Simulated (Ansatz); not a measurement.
Calculation: frozen-core CCSD(T)/cc-pVTZ // PBE0-D3(BJ)/def2-TZVP in Ansatz (an electronic-structure program).

Ansatz 0.2 input:
```yaml
crystal:
  periodic: [false, false, false]
  atoms:
    - { symbol: Br, position_ang: [1.842707, -0.448156, 0.000187] }
    - { symbol: B, position_ang: [0.0, 0.000003, 0.000035] }
    - { symbol: Br, position_ang: [-0.533246, 1.819906, -0.000006] }
    - { symbol: Br, position_ang: [-1.30946, -1.371753, -0.000216] }
basis:
  gaussian: { orbitals: cc-pVTZ }
correlation:
  method: ccsd_t
```

Output:

```
Functional definition: HF
1036 factors; integrals over basis functions are off by at most 4.5e-4 eV
mean field evaluation 1: about -210674.0761 eV, gradient 1.9e1 eV
mean field evaluation 2: about -210674.1815 eV, gradient 1.9e1 eV
mean field evaluation 4: about -210675.4877 eV, gradient 2.2e0 eV
mean field evaluation 8: about -210675.5201 eV, gradient 8.7e-2 eV
mean field evaluation 16: about -210674.8937 eV, gradient 1.3e1 eV
mean field -210675.52019594 eV, -7742.1825662045 hartree, gradient 1.7e-6 eV, S^2 0.000000; 0 other end points of the search recorded, 0 dependent functions left out
28 core orbitals not correlated
reference -210675.52019594 eV, -7742.1825662045 hartree; 27, 27 occupied and 104, 104 virtual orbitals, 1036 factors
second order -21.02572180 eV of doubles, -0.00000000 eV of singles
cycle   1  -21.04766873 eV  change   -2.2e-2 eV  update   1.0e-1
cycle   2  -21.53666746 eV  change   -4.9e-1 eV  update   2.9e-2
cycle   3  -21.63428915 eV  change   -9.8e-2 eV  update   1.5e-2
cycle   4  -21.61467752 eV  change    2.0e-2 eV  update   4.7e-3
cycle   5  -21.61445265 eV  change    2.2e-4 eV  update   2.0e-3
cycle   6  -21.61440816 eV  change    4.4e-5 eV  update   4.2e-4
cycle   7  -21.61423315 eV  change    1.8e-4 eV  update   1.1e-4
cycle   8  -21.61428070 eV  change   -4.8e-5 eV  update   2.6e-5
perturbative correction -0.93551357 eV, -0.0343794896 hartree
Total energy: -210698.06999021 eV, -7743.0112558590 hartree
```

Cost: roughly 2.2 core-minutes.
